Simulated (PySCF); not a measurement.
System: dichloro(dimethyl)silane, C$_{2}$H$_{6}$Cl$_{2}$Si, charge 0, multiplicity 1. SMILES: C[Si](Cl)(Cl)C
Geometry: optimised at B3LYP-D3(BJ)/def2-TZVP (Ansatz).

Dispersion corrections to the total energy (kcal/mol) from the dftd3 and dftd4 libraries through PySCF: D3(BJ) without and D4 with the three-body term, each with the damping fitted for the functional named.

```
functional  D3(BJ)      D4
----------  ------  ------
PBE0         -6.40   -6.03
B2PLYP           …   -4.95
BP86        -12.35   -9.78
HSE06        -5.24   -5.66
PBE          -7.06       …
BHLYP            …   -9.16
BLYP        -15.53  -15.17
```

Q: What belongs in the gaps?

A: 
- B2PLYP, D3(BJ): -6.33
- PBE, D4: -7.04
- BHLYP, D3(BJ): -10.54
